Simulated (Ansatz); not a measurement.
One change: `O=C=NCF` becomes `O=C=[N][GaH][Cl]`.

Ansatz, PBE0-D4/def2-TZVP geometries, multiplicity 1. Each molecule was computed in one conformer, which needn't be the lowest.

Scalar relativity is left out up to krypton.

| property | `O=C=NCF` |
| --- | --- |
| LUMO energy (B3LYP/def2-TZVPP) / eV | -0.22 |
| HOMO–LUMO gap (PBE0/def2-TZVPP) / eV | 8.56 |
| size of the dipole moment (ωB97M-V/def2-TZVPP) / D | 2.33 |
| size of the dipole moment (B3LYP/def2-TZVPP) / D | 2.38 |
| HOMO energy (ωB97M-V/def2-TZVPP) / eV | -10.71 |
| LUMO energy (PBE/def2-TZVPP) / eV | -1.00 |

Task: Give the same properties after the change, and the shifts. (Estimate.)

Result: The calculation gave: 
```
                                          property  `O=C=[N][GaH][Cl]`  shift
               LUMO energy (B3LYP/def2-TZVPP) / eV               -2.10  -1.88
              HOMO–LUMO gap (PBE0/def2-TZVPP) / eV                7.00  -1.56
size of the dipole moment (ωB97M-V/def2-TZVPP) / D                2.53   0.20
  size of the dipole moment (B3LYP/def2-TZVPP) / D                2.51   0.13
             HOMO energy (ωB97M-V/def2-TZVPP) / eV              -11.05  -0.34
                 LUMO energy (PBE/def2-TZVPP) / eV               -2.60  -1.60
```

With PBE0 the HOMO falls by 0.37 eV and the LUMO falls by 1.93 eV, so the gap narrows by about 1.56 eV. PBE moves the HOMO by -0.41 eV and ωB97M-V by -0.34 eV. The zero-point energy changes by -59.0 kJ/mol with -3 modes. Dipoles are sizes alone; their direction can turn.

B3LYP here is the variant with VWN-RPA as its local correlation; programs differ in this.
